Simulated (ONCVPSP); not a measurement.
Cutoff test, F, ONCV

| Quantity | Value |
| --- | --- |
| Element | fluorine (F) |
| Generator | ONCVPSP 4.0.1 |
| Type | optimised norm-conserving Vanderbilt (ONCV) |
| Functional | LDA (Perdew-Wang 92) |
| Relativity | scalar-relativistic |
| Frozen core | [He] |
| Valence charge | 7 |
| Reference configuration | 2s2 2p4.5 (charge +0.5) |
| Partial waves | 2s: rc 0.80 bohr, ncon 5, nbas 10, qcut 6.5 1/bohr, local; 2p: rc 1.55 bohr, ncon 5, nbas 8, qcut 9.3 1/bohr, 2 projectors, debl 1.5 Ha; d scattering state at 0.32 Ha: rc 1.25 bohr, ncon 4, nbas 9, qcut 6.6 1/bohr, 2 projectors, debl 0.9 Ha |
| Local potential | the s channel |
| Core correction | Teter function, fcfact 2.25, rcfact 1.6 |

Question: For each optimised wave give the share of its norm inside rc, the residual kinetic energy above qcut (Ha) and the cutoffs (Ha) for errors of 10, 1, 0.1 and 0.01 mHa per electron.

Answer:

| wave | norm inside rc | residual KE | 10 mHa | 1 mHa | 0.1 mHa | 0.01 mHa |
| --- | --- | --- | --- | --- | --- | --- |
| 2s | 0.386 | 3.0e-02 | 56.2 | 386.2 | 463.7 | 507.4 |
| 2p | 0.837 | 1.2e-05 | 27.0 | 33.7 | 38.8 | 44.8 |
| p projector 2 | 0.065 | 1.4e-05 | 22.9 | 31.7 | 38.3 | 44.8 |
| d projector 1 | 0.010 | 2.7e-05 | 2.8 | 8.9 | 17.1 | 35.5 |
| d projector 2 | 0.052 | 2.3e-04 | 8.4 | 16.7 | 24.6 | 82.9 |

The occupied waves need 386 Ha and 464 Ha for 1 and 0.1 mHa.
